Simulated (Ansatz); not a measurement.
`[SiH3][TeH]` and `[SiH3][SiH2][TeH]` differ in one atom or group.

Ansatz, PBE0-D4/def2-TZVP geometries, multiplicity 1. 

Elements past krypton have def2 core potentials.  Spin–orbit coupling is left out; it splits and shifts lone-pair levels of the heavy atoms by tenths of an eV.

| property | `[SiH3][TeH]` |
| --- | --- |
| size of the dipole moment (ωB97M-V/def2-TZVPP) / D | 0.59 |
| LUMO energy (ωB97M-V/def2-TZVPP) / eV | 1.02 |
| size of the dipole moment (PBE/def2-TZVPP) / D | 0.45 |
| LUMO energy (B3LYP/def2-TZVPP) / eV | -0.96 |
| LUMO energy (PBE/def2-TZVPP) / eV | -1.54 |
| zero-point energy (PBE0-D4/def2-TZVP) / kJ/mol | 82.3 |

**Question.** Give the same properties after the change, and the shifts. (Estimate.)

**Answer.** The calculation gave: 
```tsv
property	`[SiH3][SiH2][TeH]`	shift
size of the dipole moment (ωB97M-V/def2-TZVPP) / D	0.65	0.06
LUMO energy (ωB97M-V/def2-TZVPP) / eV	0.90	-0.12
size of the dipole moment (PBE/def2-TZVPP) / D	0.50	0.05
LUMO energy (B3LYP/def2-TZVPP) / eV	-1.02	-0.06
LUMO energy (PBE/def2-TZVPP) / eV	-1.60	-0.06
zero-point energy (PBE0-D4/def2-TZVP) / kJ/mol	127.2	44.9
```

The zero-point energy changes by 44.9 kJ/mol with +9 modes. Dipoles are sizes alone; their direction can turn.

B3LYP here is the variant with VWN-RPA as its local correlation; programs differ in this.
